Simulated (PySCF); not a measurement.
# Ar²⁺: excitation energy

Ar²⁺ [Ne] 3s2 3p4 (3P) → Ar²⁺ [Ne] 3s2 3p3 3d1 (5D), as a difference of total energies. Calculation: PySCF 2.14, in aug-cc-pwCVDZ (6s5p3d, 36 functions); the non-relativistic Hamiltonian (point nucleus). Correlated levels: nothing frozen. The calculations carry no spin-orbit coupling.

```csv
method,excitation energy (eV)
UHF,17.896
MP2 (all electrons),18.702
SCS-MP2 (all electrons),18.692
CCSD (all electrons),18.685
CCSD(T) (all electrons),18.706
```

Q: How much does correlation contribute at CCSD(T) (all electrons)?

A: 18.706 − (17.896) = 0.810 eV, measured against UHF.

A first-order spin-orbit estimate (lowest level to lowest level, LS coupling) adds 0.057 eV.

The promoted electron is Rydberg-like, and one or two diffuse shells describe it only roughly, which tends to raise the upper state.
